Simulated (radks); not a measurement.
All-electron atom: Pr3+ in [Xe] 4f2 (the NIST ground configuration).

All-electron calculation, Dirac Kohn-Sham, exchange-only LDA, spin-unpolarised, spherical densities, finite nucleus; open shells are shared between the two j in proportion to 2j + 1; Fermi nuclear charge, rms radius 4.8919 fm. Program: a radial shooting solver on a logarithmic mesh with Libxc functionals.

Energy parts (eV):
total: -251116.82
kinetic: 270136.22
electron-nucleus: -611525.01
Hartree: 95801.72
exchange: -5529.75

Orbitals (lengths in bohr, moments of r in powers of bohr):
orbital,occ.,eigenvalue (eV),<1/r>,<r>,<r^2>,small-component weight
1s1/2,2,-41758.98,64.63,0.02411,0.0007908,4.77e-02
2s1/2,2,-6740.016,15.27,0.1027,0.01249,1.04e-02
2p1/2,2,-6374.596,15.26,0.08609,0.009139,1.04e-02
2p3/2,4,-5893.049,13.77,0.09239,0.01040,9.79e-03
3s1/2,2,-1476.699,5.517,0.2724,0.08491,3.20e-03
3p1/2,2,-1320.868,5.434,0.2620,0.07979,3.14e-03
3p3/2,4,-1225.546,5.061,0.2743,0.08726,2.96e-03
3d3/2,4,-952.4232,4.931,0.2454,0.07106,2.85e-03
3d5/2,6,-931.8627,4.837,0.2493,0.07317,2.79e-03
4s1/2,2,-316.1074,2.297,0.6218,0.4367,9.99e-04
4p1/2,2,-257.7290,2.194,0.6390,0.4648,9.32e-04
4p3/2,4,-236.9500,2.069,0.6670,0.5061,8.71e-04
4d3/2,4,-140.8063,1.851,0.7180,0.5983,7.23e-04
4d5/2,6,-137.1411,1.820,0.7279,0.6147,7.06e-04
5s1/2,2,-64.1240,0.9079,1.469,2.422,2.27e-04
5p1/2,2,-47.8301,0.8084,1.632,3.006,1.84e-04
5p3/2,4,-44.6653,0.7659,1.709,3.292,1.69e-04
4f5/2,0.857143,-28.5681,1.290,1.012,1.319,3.82e-04
4f7/2,1.14286,-28.1685,1.279,1.022,1.345,3.77e-04
5d3/2,0,-22.9506,0.5549,2.311,6.099,9.23e-05
5d5/2,0,-22.6184,0.5468,2.341,6.258,9.00e-05
6s1/2,0,-20.1574,0.3861,3.346,12.46,5.37e-05

The highest occupied level is 4f7/2 at -28.168 eV. Summed over all electrons, <r^2> = 38.08 bohr^2, which gives a Langevin (diamagnetic) susceptibility term of -30.2 x 10^-6 cm^3/mol. The electron density at the nucleus is 4.152e+05 e/bohr^3. The density falls to 0.001 e/bohr^3 at r = 3.44 bohr.
